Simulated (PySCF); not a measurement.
# Electronic structure of F⁺ (fluorine, charge +1) at the UHF level

Configuration: [He] 2s2 2p4, high-spin 3P determinant. All numbers are calculated (PySCF 2.14, scalar relativity by spin-free X2C-1e, in x2c-TZVPall (5s3p2d1f, 31 functions)).

```
Total energy                                                  : -98.924060 hartree
One-electron energy                                           : -133.3200 hartree
Hartree (Coulomb) energy                                      : 44.0850 hartree
Exchange energy                                               : -9.6890 hartree
⟨S²⟩                                                          : 2.0051
⟨L²⟩                                                          : 2.009
Sum of ⟨r⟩                                                    : 6.154 bohr
Sum of ⟨r²⟩                                                   : 7.101 bohr²
Traceless quadrupole moment −½Σ⟨3z² − r²⟩ along its main axis : -0.537 e·bohr²
Langevin diamagnetic susceptibility                           : -5.62 ×10⁻⁶ cm³/mol
Time after the integrals                                      : 0.05 s of wall time on 1 thread of Intel(R) Xeon(R) 6975P-C (shared host)
```

```csv
shell,electrons,mean orbital energy (eV),spread (eV),"rms radius, mean of both spins (bohr)"
1s α,1,-740.64,0,0.204
1s β,1,-737.71,0,0.204
2s α,1,-65.412,0,1.05
2s β,1,-54.362,0,1.05
2p α,3,-40.710,3.301,1.09
2p β,1,-35.644,0,1.09
```
